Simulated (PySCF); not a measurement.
Species: C₇H₁₁Cl.
SMILES with atom numbers: `[Cl:1][C@@H:2]1[CH2:3][C@H:4]2[CH2:5][CH2:6][CH2:7][C@@H:8]12`

Definitions: NICS(0) = −σiso at the ring centroid; NICS(1) = −σiso and NICS(1)zz = −σzz at ±1 Å along the ring normal z. Level: GIAO PBE0/pcSseg-1 (PySCF, non-relativistic, gas phase) on the PBE0-D3(BJ)/def2-SVP geometry, one conformer.

Ring bond lengths (Å), with Mayer bond orders in brackets: C2–C3 1.535 (0.98), C3–C4 1.545 (1.01), C4–C8 1.562 (0.97), C8–C2 1.542 (0.91); C4–C5 1.529 (1.01), C5–C6 1.531 (1.02), C6–C7 1.531 (1.01), C7–C8 1.526 (1.02), C8–C4 1.562 (0.97).

**Question.** What do the NICS probes read (ppm)?

**Answer.** 
```
          ring                                            type  NICS(0)  NICS(1), two faces  NICS(1)zz, two faces  rms pucker (Å)  centre to ring atoms, mean (Å)
   C2–C3–C4–C8  4-membered carbocycle; formal bonds all single     -1.7          -2.8 / 0.1             0.4 / 4.9            0.02                            1.09
C4–C5–C6–C7–C8  5-membered carbocycle; formal bonds all single     -6.0         -4.5 / -3.5           -6.5 / -3.2            0.17                            1.29
```

**Question.** What can be read from them?

**Answer.** 
- C2–C3–C4–C8: mean NICS(1)zz 2.6 ppm, near zero. C2, C3, C4, C8 have four or more neighbours, and the NICS criterion for π rings isn't applied. The two faces differ by 4.5 ppm, so no symmetry operation interchanges them.
- C4–C5–C6–C7–C8: mean NICS(1)zz -4.9 ppm, shielded. C4, C5, C6, C7, C8 have four or more neighbours, so the value isn't read as a sign of a π ring current. The two faces differ by 3.3 ppm, so no symmetry operation interchanges them.

**Question.** At the second NICS(1) probe listed for ring C4–C5–C6–C7–C8, 1 Å off the ring, how large is the induced field along the normal in 9.4 T applied along it?

**Answer.** NICSzz × B0 = -3.2 ppm × 9.4 T = -30 μT, against the applied field.

**Question.** Give the inner angles of the rings and the Hirshfeld charges of the ring atoms.

**Answer.** 
- C2–C3–C4–C8: C2 90.8° (+0.005 e), C3 90.1° (-0.077 e), C4 89.6° (-0.026 e), C8 89.3° (-0.033 e); sum 359.8° against 360° for a flat convex ring.
- C4–C5–C6–C7–C8: C4 105.7° (-0.026 e), C5 104.8° (-0.070 e), C6 103.5° (-0.069 e), C7 104.2° (-0.069 e), C8 106.3° (-0.033 e); sum 524.6° against 540° for a flat convex ring.

**Question.** What are the shieldings of the ring atoms and their hydrogens in the same run (means over atoms taken as equivalent)?

**Answer.** 
| atoms | environment | σ isotropic (ppm) |
| --- | --- | --- |
| C2 | sp3 C–Cl carbon | 123.5 |
| C3 | four-membered-ring carbon | 145.2 |
| C4 | sp3 carbon at a ring junction | 150.5 |
| C5 | ring CH2 carbon | 150.5 |
| C6 | ring CH2 carbon | 157.6 |
| C7 | ring CH2 carbon | 150.4 |
| C8 | sp3 carbon at a ring junction | 131.5 |
| H on C2 | methine hydrogen | 27.79 |
| H on C3 | methylene hydrogen | 29.36 |
| H on C3 | methylene hydrogen | 28.94 |
| H on C4 | methine hydrogen | 28.63 |
| H on C5 | methylene hydrogen | 29.90 |
| H on C5 | methylene hydrogen | 29.90 |
| H on C6 | methylene hydrogen | 29.78 |

The list is cut; further classes of hydrogen are left out.

**Question.** How do the values depend on the level or the medium?

**Answer.** 
```csv
level,"NICS(0), C2–C3–C4–C8","mean NICS(1)zz, C2–C3–C4–C8","NICS(0), C4–C5–C6–C7–C8","mean NICS(1)zz, C4–C5–C6–C7–C8"
"PBE0/pcSseg-1, gas",-1.7,2.6,-6.0,-4.9
"wB97X-D/pcSseg-1, gas",-1.7,2.5,-5.8,-4.6
"PBE0/pcSseg-1, IEF-PCM cyclohexane",-1.7,2.6,-6.0,-4.9
"PBE0/pcSseg-1, IEF-PCM dimethylsulfoxide",-1.7,2.7,-6.0,-4.9
```

The geometry is the same throughout; the continuum's cavity takes Bondi-type radii × 1.2.
